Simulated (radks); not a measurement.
Ni3+, 25 electrons, occupied as [Ar] 3d6 5p1 (not the ground configuration).

Calculated with a radial shooting solver on a logarithmic mesh with Libxc functionals: non-relativistic Kohn-Sham, BLYP, spin-unpolarised, spherical densities, point nucleus.

Energy parts (hartree):
part                       energy
total                 -1504.47283
kinetic                1503.49822
electron-nucleus      -3540.84999
Hartree                 594.18556
exchange-correlation    -61.30662

Orbitals (lengths in bohr, moments of r in powers of bohr; r(90%) holds 90 % of the orbital's charge):
| orbital | occ. | eigenvalue (hartree) | r(90%) | <1/r> | <r> |
|---|---|---|---|---|---|
| 1s | 2 | -300.6744 | 0.0977 | 27.51 | 0.05483 |
| 2s | 2 | -37.52252 | 0.384 | 5.948 | 0.2483 |
| 2p | 6 | -33.03277 | 0.354 | 5.909 | 0.2166 |
| 3s | 2 | -5.98115 | 1.10 | 1.917 | 0.7376 |
| 3p | 6 | -4.59713 | 1.17 | 1.802 | 0.7613 |
| 3d | 6 | -2.27505 | 1.40 | 1.525 | 0.8404 |
| 5p | 1 | -0.55469 | 6.51 | 0.2862 | 4.656 |

The highest occupied level is 5p at -15.094 eV. Summed over all electrons, <r^2> = 35.27 bohr^2, which gives a Langevin (diamagnetic) susceptibility term of -27.9 x 10^-6 cm^3/mol. The density falls to 0.001 e/bohr^3 at r = 4.96 bohr.
